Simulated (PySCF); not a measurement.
`B[Si@H](O)O[SiH3]`, BH$_{7}$O$_{2}$Si$_{2}$

Geometry:
```csv
atom,x (Å),y (Å),z (Å)
B1,2.219,-0.419,0.453
Si2,0.726,0.683,-0.159
O3,0.631,1.944,0.880
O4,-0.705,-0.126,-0.162
Si5,-1.947,-0.916,0.490
H6,2.077,-1.312,1.195
H7,3.306,-0.217,0.076
H8,0.680,1.209,-1.536
H9,-0.112,2.544,0.859
H10,-2.542,-1.657,-0.620
H11,-1.464,-1.810,1.545
H12,-2.869,0.077,1.047
```

The calculation used quadratic response CAM-B3LYP/aug-cc-pVDZ first hyperpolarisability, Taylor convention, gas phase in PySCF 2.14.0. Geometry: GFN2-xTB.

Task: Give β for the processes computed.

Result: In au, Taylor convention; the vector part is βᵢ = ⅓ Σⱼ (βᵢⱼⱼ + βⱼᵢⱼ + βⱼⱼᵢ); β∥ is 3/5 of the vector part along the dipole, the dipole points from − to +:
| process | λ (nm) | β vector norm | β∥ | β HRS | depolarisation ratio |
| --- | --- | --- | --- | --- | --- |
| static β(0;0,0) | ∞ | 76.5 | 26.0 | 39.2 | 3.04 |
| second harmonic β(−2ω;ω,ω) | 1064 | 92.6 | 38.6 | 46.9 | 3.14 |
| Pockels β(−ω;ω,0) | 1064 | 80.9 | 29.5 | – | – |
| second harmonic β(−2ω;ω,ω) | 800 | 116.5 | 56.3 | 57.4 | 3.32 |
| Pockels β(−ω;ω,0) | 800 | 84.9 | 32.6 | – | – |

Task: Which lowest excitations, dipole and polarisabilities go with it?

Result: S1 3.99 eV (f = 0.003); S2 5.45 eV (f = 0.002); S3 5.85 eV (f = 0.013); dipole 0.27 D; isotropic α 71.6 au static, 72.3 au at 1064 nm, 72.8 au at 800 nm, 74.4 au at 532 nm, 76.8 au at 400 nm.
